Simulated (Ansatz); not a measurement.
Reaction (formal exchange of groups at the Si–C bond): chlorotrimethylsilane + `CN(C)c1ccc(C#N)cc1` → `C[Si](C)(Cl)C#N` + `Cc1ccc(N(C)C)cc1`

Computed with Ansatz on PBE0-D4/def2-TZVP structures; ΔE is electronic, products minus reactants. CCSD(T)/CBS adds triple-zeta CCSD(T) − MP2 to the extrapolated MP2 energy (def2 sets, frozen cores). Functionals use def2-TZVPP. One conformer a species, not always the lowest.

| level | ΔE (kJ/mol) |
| --- | --- |
| LC-ωPBE | 13.0 |
| HF/def2-TZVPP | 6.3 |

Question: What does CCSD(T)/CBS give? (Best estimate.)

Answer: The calculation gave: +4.5 kJ/mol. The listed levels differ from it by 8.5, 1.8 kJ/mol.

Largest T1 diagnostic among the species: 0.013.

Leaving LDA and LC-ωPBE aside and taking each functional with its dispersion term where it has one, the values, not all of them listed here, spread over 11.4 kJ/mol, from ωB97M-V to PBE-D4. LDA lies +5.1 kJ/mol from PBE without D4. From BLYP to BHLYP (50 % exact exchange), in def2-TZVPP and without D4, ΔE moves by −4.0 kJ/mol.
